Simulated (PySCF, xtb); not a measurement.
B(NCO)(OH)(OMe) (C2H4BNO3), SMILES O=C=NB(O)OC. One conformer was computed; it need not be the lowest.

Harmonic wavenumbers (cm⁻¹) from GFN2-xTB run with xtb at its own minimum, in rising order: 44, 73, 82, 177, 218, 374, 427, 500, 522, 543, 560, 726, 912, 1052, 1129, 1144, 1180, 1326, 1409, 1464, 1468, 1543, 2513, 2964, 2979, 2989, 3656.

Task: What does B3LYP-D3(BJ)/def2-SVP in PySCF 2.14.0 give at its own minimum? (The exact figures need the calculation; the answer reports its results.)

Result: 42, 52, 79, 170, 227, 403, 456, 535, 620, 626, 662, 749, 966, 1100, 1177, 1201, 1282, 1428, 1472, 1472, 1528, 1591, 2439, 3022, 3100, 3132, 3870. Paired by order, the mean absolute difference is 61 cm⁻¹ and the zero-point energies are 45.7 and 47.8 kcal/mol.
